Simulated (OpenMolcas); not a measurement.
An atom or ion with 51 electrons was computed by XMS-RASPT2, IPEA 0.25 Eh, imaginary shift 0.1 Eh with spin-orbit coupling (OpenMolcas, ANO-RCC-VQZP, DKH2). The lowest levels that the run gave, each within 12 % of the measured value where one is at hand:

| J | Parity | E (cm⁻¹) | g |
| --- | --- | --- | --- |
| 3/2 | odd | 0.0 | 1.966 |
| 3/2 | odd | 10630 | 0.892 |
| 5/2 | odd | 12380 | 1.200 |
| 1/2 | odd | 21150 | 0.666 |
| 3/2 | odd | 23700 | 1.278 |
| 5/2 | even | 71360 | 1.591 |
| 3/2 | even | 74740 | 1.725 |
| 1/2 | even | 76720 | 2.669 |

Problem. Which ion is it, and what are the configurations and terms?

Solution. Te II (Z = 52, charge +1; active space 5 electrons in 9 orbitals (RAS2 5s 5p; RAS3 5d, at most 2 electrons)). J, parity and g give the terms where levels are pure, and mixed ones are named by the computed weights; the size of the splittings, set against known spectra of the 51-electron sequence, gives the charge. In order, with the measured energies in cm⁻¹ (NIST Handbook of Basic Atomic Spectroscopic Data): 5s² 5p³ ⁴S°_3/2, 5s² 5p³ ²D°_3/2 (10222), 5s² 5p³ ²D°_5/2 (12422), 5s² 5p³ ²P°_1/2 (20547), 5s² 5p³ ²P°_3/2 (24032), 5s 5p⁴ ⁴P_5/2 (71193), 5s 5p⁴ ⁴P_3/2 (74893), 5s 5p⁴ ⁴P_1/2.

Term energies are means over components that CASPT2 splits; among the terms shown or strongly mixed into the levels shown the widest spread is 63 cm-1 (5s² 5p³ ²D°). The run also gave levels led by 5s² 5p² 5d, which use shells meant for correlation; these and all levels above them are left out. Some terms mix strongly with configurations of 5d, whose occupation reaches 0.21 (5s 5p⁴ ⁴P). Computed and measured levels are paired by configuration, term and J; levels that our copy of the source lacks, or whose pairing is in doubt (as where it misses far off the trend of its configuration), stay unpaired and out of the deviations. Only configurations of the active space appear.

° marks odd parity.
